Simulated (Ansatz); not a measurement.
Two structures of SiN₂H₉F, singlet, reached by relaxing down either side of one saddle point (PBE0-D4/def2-TZVP). Energies are electronic, without zero-point energy. Computed with Ansatz 0.2.0 (basis: def2-TZVPP and def2-QZVPP); correlated methods freeze the cores. Extrapolation: Hartree–Fock as exp(−7.88 √X), correlation as X^−2.97. First:

```xyz
13
angstrom
Si 0.1298 0.2249 1.3348
H 1.2160 0.5731 0.3818
H -0.7997 -0.7074 0.6238
H -0.6285 1.4051 1.8019
N 0.8939 -0.4610 2.7235
H -0.8082 0.9807 -1.5888
F -1.0774 1.6894 -0.9864
H 0.6510 -0.4749 -2.2246
N -0.3040 -0.2622 -2.4871
H 0.3640 -0.5738 3.5727
H 1.5577 -1.2111 2.6189
H -0.3270 -0.1042 -3.4870
H -0.8677 -1.0787 -2.2836
```

Second:

Si1  (-1.080, 0.410, 1.720)
H2  (1.383, -2.623, -0.297)
H3  (-1.860, -0.639, 1.022)
H4  (-0.842, 0.105, 3.150)
N5  (0.400, 0.593, 0.929)
H6  (-0.099, 1.013, -2.638)
F7  (-2.024, 1.712, 1.716)
H8  (1.203, -1.976, 0.032)
N9  (0.328, 0.258, -2.115)
H10  (1.170, 1.080, 1.356)
H11  (0.457, 0.574, -0.089)
H12  (1.219, 0.054, -2.551)
H13  (-0.257, -0.561, -2.236)
(Å)

Which bonds change from the first to the second?

SiNH₅ ([NH2][SiH3]) + NH₃ + HF → SiNH₄F ([NH2][SiH2][F]) + NH₃ + H₂; bonds formed: Si1–F7, H2–H8, H6–N9; bonds broken: Si1–H2, H6–F7, H8–N9.

Give the saddle point's structure and its height above each. (An estimate is asked for; the value comes from the calculation.)

The calculation gives: 20.97 kcal/mol above the first and 45.32 kcal/mol above the second (CCSD(T) at an estimated basis limit (MP2 extrapolated from triple and quadruple zeta, plus CCSD(T) − MP2 in triple zeta)).
```xyz
13
angstrom
Si -0.2220 0.1792 0.9769
H 0.9083 -0.3068 -0.0405
H -1.2339 -0.8574 0.5298
H -1.0558 1.0792 1.8521
N 0.8726 -0.2264 2.2532
H -0.5190 0.7258 -1.5345
F -0.5394 1.4248 -0.3164
H 0.3998 -0.5677 -1.4721
N -0.2350 -0.1151 -2.1783
H 0.6744 -0.0003 3.2137
H 1.7006 -0.7841 2.1318
H 0.2694 0.1634 -3.0115
H -1.0200 -0.7144 -2.4043
```

T1 diagnostic: at most 0.011. The start structure is not quite a true minimum (one mode of 25i cm⁻¹).

Labels in which every atom is bracketed show which atoms are joined, not bond orders.

For scale, one of the runs: CCSD(T)/def2-TZVPP, 261 basis functions, launched by `ansatz run in.yaml --threads 8 --pin off --events-out ev --progress --plain --max-ram 19148MiB`. The run took 78 s on 8 CPU threads of an Arm Neoverse V2 (shared host), with 6.4 GiB of host memory at its peak.
